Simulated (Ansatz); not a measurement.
Geometry optimisation, RKS PBE0/6-31G* (Ansatz).

The input (input.yaml):

```yaml
crystal:
  periodic: [false, false, false]
  atoms:
    - { symbol: Si, position_ang: [0.0, 0.0, 0.0] }
    - { symbol: F, position_ang: [0.0, 0.0, 1.94] }
    - { symbol: H, position_ang: [1.3768, 0.0, -0.4862] }
    - { symbol: "N", position_ang: [-0.8572, 1.4851, -0.6061] }
    - { symbol: H, position_ang: [-1.8773, 1.43, -0.8888] }
    - { symbol: H, position_ang: [-0.3367, 2.4058, -0.6766] }
    - { symbol: "N", position_ang: [-0.8572, -1.4851, -0.6061] }
    - { symbol: H, position_ang: [-1.3922, -2.1014, 0.0704] }
    - { symbol: H, position_ang: [-0.8219, -1.7344, -1.6357] }
    - { symbol: H, position_ang: [0.6549, -1.5365, 0.555] }
    - { symbol: H, position_ang: [0.4962, -1.1642, 1.4751] }
basis:
  gaussian: { orbitals: "6-31G*" }
hamiltonian:
  xc: pbe0
relax:
  f_tol: 0.15
  max_steps: 25
  restrain:
    - { distance: [0, 9], at: 2.66, k: 30.0 }
    - { distance: [10, 1], at: 2.12, k: 30.0 }
    - { distance: [0, 1], at: 1.59, k: 30.0 }
    - { distance: [10, 9], at: 0.66, k: 30.0 }
```

Run as:

```bash
$ ansatz run input.yaml --threads 1 --pin off --max-ram 2048MiB --backend cpu --events-out ev --progress --plain --runs-dir out
```

Q: Where does it end, and by what steps?

A: It converged. The restraints hold the end off the free minimum; the threshold counts their pulls, which the force column leaves out. Restrained pairs: Si1–H10 (1.76 → 2.67 Å), F2–H11 (1.35 → 2.13 Å), Si1–F2 (1.94 → 1.61 Å), H10–H11 (1.01 → 0.71 Å). After 9 steps the energy has fallen by 3.866 eV (the restraints' own energy left out); H10 moved furthest, 0.81 Å.

```tsv
step	energy less start (eV)	largest force component (eV/Å)	accepted
0	0.0000	3.517	yes
1	-1.4919	3.439	yes
2	-2.2570	4.692	yes
3	-2.9766	4.308	yes
4	-3.6144	1.660	yes
5	-3.7834	1.179	yes
6	-3.8237	1.183	yes
7	-3.8542	1.081	yes
8	-3.8590	1.096	no
9	-3.8658	1.157	yes
```

```xyz
11
Properties=species:S:1:pos:R:3
Si -0.180 0.086 -0.014
F -0.373 0.060 1.580
H 1.284 0.191 -0.249
N -0.829 1.446 -0.817
H -1.829 1.598 -0.831
H -0.318 2.315 -0.875
N -1.066 -1.259 -0.583
H -1.092 -2.146 -0.103
H -1.262 -1.359 -1.569
H 1.141 -1.992 1.016
H 0.909 -1.640 1.585
```

Run time: 37 s on 1 thread of Arm Neoverse V2, with other jobs on the host, peak memory 0.15 GiB.
